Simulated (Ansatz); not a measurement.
Reaction (formal exchange of groups at a C–C bond): `CC[CH](F)[AlH2]` + `CCOC` → `CCCCOC` + `F[CH2][AlH2]`

Isolated molecules relaxed with PBE0-D4/def2-TZVP in Ansatz; ΔE leaves out vibrations. CCSD(T)/CBS adds triple-zeta CCSD(T) − MP2 to the extrapolated MP2 energy (def2 sets, frozen cores). Functionals use def2-TZVPP. One conformer a species, not always the lowest.

```tsv
level	ΔE (eV)
PBE0-D4	0.10
r2SCAN	0.13
HF/CBS(def2)	0.06
MP2/CBS(def2)	0.09
```

What does CCSD(T)/CBS give? (An estimate is asked.)

The calculation gave: +0.09 eV. The listed levels differ from it by 0.01, 0.04, -0.03, 0.00 eV.

Largest T1 diagnostic among the species: 0.011.
